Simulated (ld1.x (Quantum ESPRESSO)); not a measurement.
**carbon, TM: configuration errors across variants**

```
Element                 : carbon (C)
Generator               : ld1.x (Quantum ESPRESSO) 7.5
Type                    : norm-conserving Troullier–Martins (Kleinman–Bylander form)
Functional              : BLYP
Relativity              : scalar-relativistic
Frozen core             : [He]
Valence charge          : 4
Reference configuration : 2s1 2p3
Partial waves           : 2p (bound): rc 2.15 bohr; 3d channel at 0.35 Ry: rc 1.90 bohr; 2s (bound): rc 1.25 bohr
Local potential         : the s channel
Core correction         : Bessel-smoothed model core, default radius (core density twice the valence density)
```

All-electron excitation energies from the reference (eV): (1) 2s2 2p2 -8.389; (2) 2s2 2p1 2.440; (3) 2s2 2p0 26.615; (4) 2s1 2p0 74.770; (5) 2s2 2p1.5 -4.447; (6) 2s2 2p2.3 -9.533; (7) 2s1 2p2 11.085.

The default core radius of the base comes out at 0.50 bohr.

3 further variants failed, have other tests or another functional or relativity, and are left out.

Errors AE − PS in meV (a dash: test not solved or not reliable):

| change | (1) | (2) | (3) | (4) | (5) | (6) | (7) | bound ghosts |
| --- | --- | --- | --- | --- | --- | --- | --- | --- |
| base | -1.7 | +97 | +544 | +1053 | +27 | -9.0 | +17 | none |
| all radii but the core radius scaled by about 0.75 (s 0.94, p 1.62, d 1.44 bohr) | +5.6 | +33 | +172 | +343 | +13 | +3.4 | +3.2 | none |
| wave 3d channel at 0.35 Ry: rc 1.90 bohr becomes 3d channel at 0.35 Ry: rc 2.08 bohr | -1.7 | +97 | +544 | +1053 | +27 | -9.0 | +17 | none |
| type PAW; waves now 2s (bound): rcut 1.10, rcutus 1.25 bohr; 2s channel at 1.45 Ry: rcut 1.10, rcutus 1.25 bohr; 2p (bound): rcut 1.85, rcutus 2.15 bohr; 2p channel at 0.15 Ry: rcut 1.85, rcutus 2.15 bohr; 3d channel at 0.35 Ry: rcut 1.65, rcutus 1.90 bohr; 3d channel at 1.55 Ry: rcut 1.65, rcutus 1.90 bohr; local potential all-electron potential smoothed inside 1.35 bohr (lloc = -1); augmentation PSQ, radius 0.90 bohr | -0.3 | -0.7 | -0.7 | -9.8 | -0.4 | -0.3 | -1.0 | none |
| wave 3d channel at 0.35 Ry: rc 1.90 bohr becomes 3d channel at -0.1 Ry: rc 1.90 bohr | -1.7 | +97 | +544 | +1053 | +27 | -9.0 | +17 | none |

Task: Give the same row for: core correction Bessel-smoothed model core inside 0.70 bohr.

Result: -1.6, +98, +551, +1077, +27, -8.9, +17; bound ghosts: none.
